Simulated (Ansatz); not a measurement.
## How methods differ on InF (SMILES [F][In])

The species is InF (2 atoms), meant as a singlet with charge 0. As SMILES, `[F][In]`. The coordinates come from a PBE0-D4/def2-TZVP relaxation.

| atom | x (Å) | y (Å) | z (Å) |
| --- | --- | --- | --- |
| F | 0.0000 | 0.0000 | 0.0159 |
| In | 0.0000 | 0.0000 | 2.0096 |

Each level gives the energy change with the F1–In2 bond stretched from 1.994 to 2.532 Å (eV). The values are calculated.

```tsv
level	kind	program	value (eV)
B3LYP/STO-3G (restricted)	global hybrid	Ansatz	2.52
BHLYP/STO-3G (restricted)	global hybrid	Ansatz	2.69
PBE0/STO-3G (restricted)	global hybrid	Ansatz	?
HSE06/STO-3G (restricted)	range-separated hybrid	Ansatz	2.52
wB97M-V/STO-3G (restricted)	range-separated hybrid	Ansatz	2.73
BCCD(T)/STO-3G (restricted)	coupled cluster or CI	Ansatz	?
CCSDT(Q)/STO-3G (restricted)	coupled cluster or CI	Ansatz	2.12
CCSDTQ/STO-3G (restricted)	coupled cluster or CI	Ansatz	2.15
FCI/STO-3G	exact in the basis	Ansatz	2.15
```

(1) Estimate what the levels marked ? give.

## Answers

(1) As computed at these levels: PBE0/STO-3G (restricted): 2.54 eV; BCCD(T)/STO-3G (restricted): 2.30 eV. All-electron rows without a relativistic Hamiltonian named are non-relativistic. The first shape isn't each level's own minimum. The values span 2.12 to 2.73 eV. All rows use very small basis sets, so even the best lies far from the true value. In the correlated wave-function rows the outer d shell of In is correlated, in sets not made for it.
